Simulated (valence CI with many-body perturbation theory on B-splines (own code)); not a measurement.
Values are calculated unless marked as measured or tabulated.
Zr18+: magnetic and hyperfine properties of the levels

Level of theory: relativistic CI+MBPT: four valence electrons over a frozen Dirac-Fock core [Ar], a basis of 9 s, 9 p, 10 d, 8 f, 5 g, 3 h, 1 i functions for each j, with the one-electron correlation potential Σ1, the two-electron term Σ2, the three-electron term Σ3, Breit, model QED; selected CI, second order for the rest (own B-spline code, finite nucleus).

No measured spectrum was set against this ion. As an estimate, terms of the open shell hold to 2 to 4 % of their energy, and close levels can change places. Core correlation moves these levels by up to 9100 cm⁻¹, and in measured spectra 5 to 20 % of such shifts remained as error; rates that hang on mixing are uncertain with them. Only levels of the ground parity were solved; by the run's estimate the other parity begins above the list, which can be wrong where configurations are misplaced.

A/g_I is the dipole constant over the nuclear g factor μ/I (μ in nuclear magnetons, uniformly magnetised nucleus), B/Q the quadrupole constant per barn. Both hold the static response of the core; the bare values leave it out. Large factors of s and p1/2 electrons are usually good to 5 to 10 %; those of open d and f shells near neutrality can be off by tens of per cent, and small factors of p3/2, d and f electrons come from cancelling terms and can be off by a factor of two or in sign, in half-filled shells by more. B is blank for J = 1/2, where it vanishes, and for nearly pure S terms. Energies count from the lowest level. Levels with J = 0 are left out.

Names give the largest LS component (configuration and term), which can be under half, so a name can repeat, a term be missing and a line seem to break the LS rules; names also repeat where a configuration has a term twice. Letters in brackets count levels of one name in rising energy.

| Level | E (cm⁻¹) | g | A/g_I (MHz) | A/g_I bare | B/Q (MHz/b) | B/Q bare |
| --- | --- | --- | --- | --- | --- | --- |
| 3d4 5D_1 | 6451 | 1.497 | 253 | 571 | 2500 | 2570 |
| 3d4 5D_2 | 14031 | 1.491 | 1380 | 1690 | 1680 | 1730 |
| 3d4 5D_3 | 21452 | 1.484 | 2380 | 2680 | -1680 | -1720 |
| 3d4 5D_4 | 28291 | 1.473 | 3250 | 3540 | -7230 | -7430 |
| 3d4 3H_4 | 69302 | 0.917 | 5900 | 5880 | 3320 | 3410 |
| 3d4 3P_1 [a] | 80963 | 1.447 | 3050 | 3320 | -393 | -410 |
| 3d4 3H_5 | 81337 | 1.061 | 5170 | 5230 | 4770 | 4900 |
| 3d4 3G_3 | 82229 | 0.907 | 5990 | 5960 | 563 | 578 |
| 3d4 3F_2 [a] | 85220 | 0.718 | 6480 | 6360 | 586 | 601 |
| 3d4 3H_6 | 87354 | 1.142 | 5120 | 5220 | 4250 | 4370 |
| 3d4 3F_4 [a] | 93357 | 1.085 | 4710 | 4780 | -959 | -983 |
| 3d4 3P_2 [a] | 100560 | 1.398 | 3240 | 3490 | 147 | 145 |
| 3d4 3G_4 | 101580 | 1.076 | 5270 | 5340 | -1370 | -1410 |
| 3d4 3F_3 [a] | 105000 | 0.954 | 5190 | 5190 | -1020 | -1050 |
| 3d4 3G_5 | 112720 | 1.168 | 4380 | 4500 | -3030 | -3120 |
| 3d4 3D_3 | 115590 | 1.293 | 3980 | 4170 | 1470 | 1510 |
| 3d4 3D_2 | 120610 | 1.174 | 5090 | 5210 | 2000 | 2060 |
| 3d4 1I_6 | 123850 | 1.020 | 5340 | 5380 | 7180 | 7380 |
| 3d4 3D_1 | 125410 | 0.558 | 7630 | 7410 | 1380 | 1420 |
| 3d4 1G_4 [a] | 137210 | 1.043 | 4530 | 4580 | -1650 | -1690 |
| 3d4 1D_2 [a] | 152070 | 1.050 | 5270 | 5320 | 2600 | 2670 |
| 3d4 1F_3 | 162090 | 1.027 | 5090 | 5140 | 7600 | 7800 |
| 3d4 3P_2 [b] | 182080 | 1.433 | 3030 | 3300 | 1880 | 1940 |
| 3d4 3F_4 [b] | 187680 | 1.222 | 3720 | 3880 | 6160 | 6330 |
| 3d4 3F_2 [b] | 192750 | 0.722 | 7460 | 7330 | 6220 | 6390 |
| 3d4 3F_3 [b] | 195740 | 1.073 | 5350 | 5410 | 6840 | 7020 |
| 3d4 3P_1 [b] | 199650 | 1.491 | 876 | 1190 | -2040 | -2100 |
| 3d4 1G_4 [b] | 214870 | 1.020 | 5600 | 5640 | 3500 | 3600 |
| 3d4 1D_2 [b] | 274100 | 0.998 | 5340 | 5370 | -8750 | -8980 |

(1) Take the isotope of mass number 91, with I = 5/2, μ = -1.3022 μN and Q = -0.176 b. What is the hyperfine structure of 3d4 3H_5?

Results:

(1) From the table A = -2690 MHz, B = -839 MHz. Shifts from the centre of gravity in MHz: F = 5/2: 40000, F = 7/2: 30800, F = 9/2: 18900, F = 11/2: 4280, F = 13/2: -13300, F = 15/2: -33800.
